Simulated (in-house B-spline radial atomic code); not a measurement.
Configurations of Cr4+, with energies counted from [Ar] 3d2. Level of theory: non-relativistic Hartree-Fock, spin-polarised, averaged over the determinants with the given up and down occupations, point nucleus; calculated with a radial B-spline atomic code at the basis-set limit. Shells without spins written out take the highest spin.

Occupations are held fixed; configurations that lie above the ionisation limit could autoionise.

```
                                              configuration  E - E(ref) (eV)  highest orbital  its <r> (bohr)
                     [Ar] 3d(1 up, 0 down) 4s(1 up, 0 down)           20.586            4s up            2.21
                                               [Ar] 3d1 4f1           46.545            4f up           3.464
                                       [Ne] 3s2 3p5 3d2 4f1           89.091            4f up           3.433
[Ne] 3s2 3p(3 up, 2 down) 3d(1 up, 1 down) 4f(1 up, 0 down)           93.677            4f up           3.459
```

(1) Order these further configurations by energy, lowest first.
A. [Ne] 3s2 3p5 3d2 4s1
B. [Ne] 3s2 3p5 3d3
C. [Ne] 3s2 3p(3 up, 2 down) 3d(2 up, 1 down)
D. [Ar] 3d1 4p1
E. [Ne] 3s2 3p5 3d2 4p1

## Answers

(1) D (28.064 eV), B (40.853 eV), C (46.523 eV), A (62.898 eV), E (70.422 eV).
